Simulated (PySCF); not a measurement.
Si(AsH2)(F)(OH)2 (AsFH₄O₂Si), SMILES O[Si]([AsH2])(F)O. Atoms are numbered in the order given.

```xyz
9

O     -0.9421    -1.0567     1.5630
Si    -0.8140    -0.2067     0.1618
O     -1.8318     1.0915     0.2764
F     -1.3151    -1.1076    -1.0990
As     1.3880     0.3777    -0.2895
H     -1.8268    -1.1326     1.9392
H     -2.0456     1.5690    -0.5317
H      1.6364     0.7373     1.1636
H      1.8556    -1.0540    -0.1050
```

Geometry optimised at ωB97X-D3(BJ)/def2-SVP. The values are those of a single conformer.

Calculation: PBE/pcSseg-1 in PySCF.

GIAO shieldings, no solvent; atoms listed in one row are averaged. δ = σ(ref) − σ: ¹⁷O against H2O (σ = 334.3 ppm); ²⁹Si against TMS (σ = 335.4 ppm); ¹⁹F against CFCl3 (σ = 133.6 ppm); ⁷⁵As against AsH3 (σ = 1870.9 ppm); ¹H against TMS (σ = 31.49 ppm), references at their B3LYP-D3(BJ)/def2-TZVP geometries, non-relativistic.

Computed chemical shifts:
| nucleus | atoms | count | δ (ppm) |
|---|---|---|---|
| ¹⁷O | O3 | 1 | 86.4 |
| ¹⁷O | O1 | 1 | 79.7 |
| ²⁹Si | Si2 | 1 | -16.4 |
| ¹⁹F | F4 | 1 | -125.2 |
| ⁷⁵As | As5 | 1 | -66.1 |
| ¹H | H6 | 1 | 2.79 |
| ¹H | H7 | 1 | 2.39 |
| ¹H | H9 | 1 | 2.22 |
| ¹H | H8 | 1 | 2.10 |
